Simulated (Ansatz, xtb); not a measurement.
System: CSe2, net charge -1, doublet state. 
Structure (B3LYP-D3(BJ)/def2-TZVP (Ansatz, a first-principles code) minimum search):
```
C
Se 1 1.7862
Se 1 1.7862 2 143.00
```
Charge -1, spin multiplicity 2.

Harmonic wavenumbers from GFN2-xTB (xtb, at its own minimum), cm⁻¹: 205, 529, 971.

**Question.** Give the harmonic wavenumbers at B3LYP-D3(BJ)/def2-TZVP (Ansatz, finite differences of forces, unscaled).

**Answer.** 208, 480, 994 cm⁻¹. Zero-point energy 2.4 kcal/mol.

**Question.** From these and the geometry, give the ideal-gas thermochemistry at 298.15 K and 1 atm (rigid rotor, harmonic oscillator).

**Answer.** Point group C2v, rotational symmetry number 2. Rotational constants 140.9, 1.115, 1.106 GHz. S(trans) 41.30, S(rot) 23.65, S(vib) 2.87, S(elec, spin only) 1.38, S 69.2 cal/(mol K). H(298) - H(0) 2.89 kcal/mol; G - E(el) -15.3 kcal/mol.
